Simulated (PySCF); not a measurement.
CdSi⁻ at UHF

Computed with UHF; Cd def2-SVPD with ECP28, Si def2-SVPD; scalar-relativistic core potentials (PySCF 2.14).

```json
{
 "state": "⁴Σ⁻ (quartet), unpaired electrons σ ↑, π ↑↑",
 "bond length": "3.004 Å",
 "harmonic wavenumber": "119 cm⁻¹",
 "force constant": "0.188 mdyn/Å",
 "rotational constant Be": "0.08318 cm⁻¹",
 "anharmonicity ωexe": "0.892 cm⁻¹",
 "vibration–rotation constant αe": "0.000873 cm⁻¹",
 "bond order (Mayer)": "0.56",
 "dipole moment (positive dipole points towards Si; it is taken about the centre of mass and depends on that origin)": "-5.21 D"
}
```

Spin–orbit coupling is left out. Hartree–Fock leaves out correlation, which carries a large part of most bond energies and some tenths to 1 eV of ionisation energies. The state was picked by a PBE0 search and need not be the measured ground state.
